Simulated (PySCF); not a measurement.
Al(Br)(vinyl)(NH2) (C2H5AlBrN), SMILES [CH]([Al]([NH2])[Br])=C. The structure is a stationary point at ωB97X-D3(BJ)/def2-SVP. The structure was generated by enumeration; whether it is a known compound was not checked. Other conformers were not sampled.

Computed equilibrium geometry at ωB97X-D3(BJ)/def2-SVP (PySCF confirms it by a frequency run) as Cartesian coordinates in Å (one conformer of several):
```xyz
10

Al     0.6356     0.0923    -0.0439
Br    -1.5463     0.0912     0.5304
C      1.2551    -0.9105    -1.5784
C      2.5508    -0.9305    -1.9284
H      0.5638    -1.4916    -2.2047
H      2.9222    -1.4938    -2.7951
H      3.3185    -0.3823    -1.3656
N      1.7240     1.0431     0.9703
H      1.4250     1.5756     1.7808
H      2.7250     1.1431     0.8399
```
Charge 0, spin multiplicity 1.
